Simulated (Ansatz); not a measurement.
Geometry optimisation, RKS PBE0/def2-SVP (Ansatz 0.2.0).

Input file:

```yaml
crystal:
  periodic: [false, false, false]
  atoms:
    - { symbol: Al, position_ang: [-1.015, -0.6041, -1.4882] }
    - { symbol: O, position_ang: [-0.2276, -1.227, 0.4429] }
    - { symbol: H, position_ang: [-0.2222, -1.3025, -2.5967] }
    - { symbol: H, position_ang: [-2.5402, -0.4887, -1.5045] }
    - { symbol: H, position_ang: [0.4153, 1.3159, 0.0084] }
    - { symbol: F, position_ang: [-0.1869, 1.2837, -1.0391] }
    - { symbol: H, position_ang: [0.4206, -0.2646, 0.9832] }
    - { symbol: "N", position_ang: [0.9533, 0.9465, 1.171] }
    - { symbol: H, position_ang: [-0.1388, -2.0604, 0.8939] }
    - { symbol: H, position_ang: [1.9594, 0.9607, 1.1641] }
    - { symbol: H, position_ang: [0.582, 1.4404, 1.9649] }
basis:
  gaussian: { orbitals: def2-SVP }
hamiltonian:
  xc: pbe0
relax:
  f_tol: 0.15
  max_steps: 25
  restrain:
    - { distance: [0, 5], at: 1.78, k: 30.0 }
    - { distance: [4, 7], at: 1.02, k: 30.0 }
    - { distance: [6, 1], at: 0.97, k: 30.0 }
    - { distance: [0, 1], at: 3.17, k: 30.0 }
    - { distance: [4, 5], at: 2.18, k: 30.0 }
    - { distance: [6, 7], at: 2.32, k: 30.0 }
output:
  orbitals: {}
```

Launched with:

```bash
$ ansatz run input.yaml --threads 2 --pin off --max-ram 3072MiB --backend cpu --events-out ev --progress --plain --runs-dir out
```

Question: Where does it end, and by what steps?

Answer: It converged. The restraints hold the end off the free minimum. After 12 steps the energy has fallen by 0.230 eV (the restraints' own energy left out); N8 moved furthest, 0.66 Å. Joined: O2–H7 (1.28 → 0.97 Å), H5–N8 (1.33 → 1.02 Å).

```tsv
step	energy less start (eV)	largest force component (eV/Å)	accepted
0	0.0000	3.005	yes
1	-0.1193	4.176	yes
2	0.2094	5.100	yes
3	0.0872	2.155	yes
4	-0.0628	1.355	yes
5	-0.1339	1.047	yes
6	-0.1106	1.348	no
7	-0.1824	1.108	yes
8	-0.2124	1.097	yes
9	-0.2283	1.044	yes
10	-0.1972	1.125	no
11	-0.2228	1.103	no
12	-0.2304	1.044	yes
```

```xyz
11
Properties=species:S:1:pos:R:3
Al -1.233 -0.407 -1.948
O -0.306 -1.344 0.916
H -0.348 -1.490 -2.681
H -2.802 -0.371 -1.801
H 0.711 1.510 0.407
F -0.376 1.006 -1.411
H 0.243 -0.552 1.033
N 1.211 1.536 1.295
H 0.331 -2.067 0.861
H 1.988 0.882 1.273
H 0.581 1.297 2.055
```

Time of the run: 21 s on 2 threads of Intel(R) Xeon(R) Platinum 8488C (Sapphire Rapids) (shared host), peak memory 0.21 GiB.
